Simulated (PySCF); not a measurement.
Identify the unknown among the candidates.

All candidates are C6H12O.

| technique | computed result |
| --- | --- |
| UV, first state | lowest singlet excitation: 4.19 eV (296 nm, f = 0.000) [TDDFT wB97X-D/def2-SVPD] |
| Rotational structure | rotational constants A, B, C: 2.746, 2.385, 1.747 GHz [GFN2-xTB] |
| Polarisability | 74.5 au [wB97X-D/def2-SVPD] |
| Dipole | 2.93 D [wB97X-D/def2-SVPD] |
| UV, strongest line | among the 8 lowest singlet transitions: S7 at 8.36 eV (148 nm, f = 0.041) [TDDFT wB97X-D/def2-SVPD] |
| Triplet | lowest triplet excitation (Tamm–Dancoff): 3.64 eV [TDA wB97X-D/def2-SVPD] |

The electronic properties come from PySCF, for the isolated species, density fitting. Levels stand in brackets. Isolated species at its GFN2-xTB geometry (one conformer only).

Question: Which candidate is it?
A. `CC(C)[C@@H](C)C=O`
B. `C/C=C(/C)COC`
C. `OCC1CCCC1`

Answer: A. It is `CC(C)[C@@H](C)C=O`. Numbering: `[CH3:1][CH:2]([CH3:3])[C@@H:4]([CH3:5])[CH:6]=[O:7]`. Its formula, C6H12O, gives 1 degree of unsaturation: 0 rings and 1 π bond in the structure found. The optimised geometry has point group C1 and is an asymmetric top.

The others, at the same levels:
- `OCC1CCCC1` fails: its computed lowest singlet excitation is 7.18 eV (173 nm, f = 0.005) (against 4.19 eV), lowest triplet excitation (Tamm–Dancoff) is 6.95 eV (against 3.64 eV) and strongest line among the 8 lowest singlet transitions is S5 at 8.80 eV (141 nm, f = 0.042) (against S7 at 8.36 eV).
- `C/C=C(/C)COC` fails: its computed lowest singlet excitation is 6.83 eV (181 nm, f = 0.005) (against 4.19 eV), lowest triplet excitation (Tamm–Dancoff) is 4.47 eV (against 3.64 eV) and strongest line among the 8 lowest singlet transitions is S3 at 7.13 eV (174 nm, f = 0.388) (against S7 at 8.36 eV).

Each candidate is one conformer, not necessarily the lowest. Dipoles, sizes and rotational constants follow the conformer. The torsions of the flexible species, by atom-mapped SMILES:
- `[CH3:1][CH:2]([CH3:3])[C@@H:4]([CH3:5])[CH:6]=[O:7]`: C1–C2–C4–C5 163°, C2–C4–C6–O7 83°
- `[CH3:1]/[CH:2]=[C:3](/[CH3:4])[CH2:5][O:6][CH3:7]`: C2–C3–C5–O6 -113°, C3–C5–O6–C7 69°

The conformers of `OCC1CCCC1` aren't listed.
